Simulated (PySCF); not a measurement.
**Correlation energy of F(3+) (fluorine, charge +3)**

[He] 2s2 2p2, high-spin 3P determinant. All numbers are calculated (PySCF 2.14, scalar relativity by spin-free X2C-1e, in x2c-QZVPPall (7s4p3d2f1g, 57 functions)). Frozen: 1s2; 4 electrons correlated.

MP2 pair energies summed by pair of shells (mhartree):

```tsv
pair	energy	share (%)
2s-2p	-51.48	60.5
2s-2s	-25.33	29.8
2p-2p	-8.24	9.7
```

Total MP2 correlation energy: -85.05 mhartree.

Same-spin part -14.40 and opposite-spin part -70.65 mhartree; SCS-MP2 scales them by 1/3 and 6/5 to -89.58 mhartree.
